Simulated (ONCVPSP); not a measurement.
## Plane-wave convergence, ONCV potential for aluminium

| Item | Value |
| --- | --- |
| Element | aluminium (Al) |
| Generator | ONCVPSP 4.0.1 |
| Type | optimised norm-conserving Vanderbilt (ONCV) |
| Functional | PBE |
| Relativity | scalar-relativistic |
| Frozen core | [Ne] |
| Valence charge | 3 |
| Reference configuration | 3s1 3p2 |
| Partial waves | 3s: rc 2.30 bohr, ncon 4, nbas 8, qcut 3.3 1/bohr, 2 projectors, debl 1.6 Ha; 3p: rc 2.30 bohr, ncon 4, nbas 8, qcut 4.1 1/bohr, 2 projectors, debl 0.7 Ha |
| Local potential | polynomial inside 1.70 bohr (lpopt 5, dvloc0 0 Ha) |
| Core correction | polynomial model core, fcfact 0.7 |

Q: For each optimised wave give the share of its norm inside rc, the residual kinetic energy above qcut (Ha) and the cutoffs (Ha) for errors of 10, 1, 0.1 and 0.01 mHa per electron.

A:

```tsv
wave	norm inside rc	residual KE	10 mHa	1 mHa	0.1 mHa	0.01 mHa
3s	0.476	3.4e-04	2.8	4.7	12.3	31.2
s projector 2	0.133	2.6e-03	4.6	6.7	21.9	39.8
3p	0.260	2.8e-06	1.3	2.2	5.1	7.4
p projector 2	0.260	3.1e-05	2.2	2.9	6.5	30.6
```

The occupied waves need 4.7 Ha and 12 Ha for 1 and 0.1 mHa.
